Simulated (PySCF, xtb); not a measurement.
CH11NOSi3, SMILES [SiH2](OC)[SiH2]N[SiH3].

GFN2-xTB in xtb at its own geometry gives an orbital gap of 4.31 eV and a dipole moment of 1.53 D.

The structure is a stationary point at PBE0-D3(BJ)/def2-SVP. The structure was generated by enumeration, and PubChem lists no compound with its InChIKey, so it may never have been made. One conformer was computed; it need not be the lowest.

What does CAM-B3LYP/def2-TZVP (PySCF) give? (Estimate from the structure and the level; the computed values follow.)

gap 8.92 eV (levels -8.53 and 0.39 eV), dipole 1.40 D.
